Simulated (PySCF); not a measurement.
**Correlation energy of In³⁺ (indium, charge +3)**

Starting occupation: [Kr] 4d10. All numbers are calculated (PySCF 2.14, X2C-1e with screened-nucleus spin-orbit coupling, Gaussian nucleus, in x2c-TZVPall-2c). Frozen: [Ar] 3d10; 18 electrons correlated; the 6 highest virtual spinors left out.

MP2 pair energies summed by pair of shells (mhartree):

```tsv
pair	energy	share (%)
4d3/2-4d5/2	-81.78	29.0
4d5/2-4d5/2	-59.79	21.2
4d5/2-4p3/2	-26.09	9.2
4d3/2-4d3/2	-25.40	9.0
4d3/2-4p3/2	-17.38	6.2
4d5/2-4p1/2	-12.70	4.5
4p1/2-4p3/2	-9.73	3.4
4p3/2-4p3/2	-9.63	3.4
4d5/2-4s1/2	-9.48	3.4
4d3/2-4p1/2	-8.31	2.9
4p3/2-4s1/2	-7.60	2.7
4d3/2-4s1/2	-6.25	2.2
4p1/2-4s1/2	-3.81	1.4
4p1/2-4p1/2	-2.27	0.8
4s1/2-4s1/2	-1.85	0.7
```

Total MP2 correlation energy: -282.07 mhartree.

This basis was not built for core-valence correlation, so the inner-shell part is incomplete.
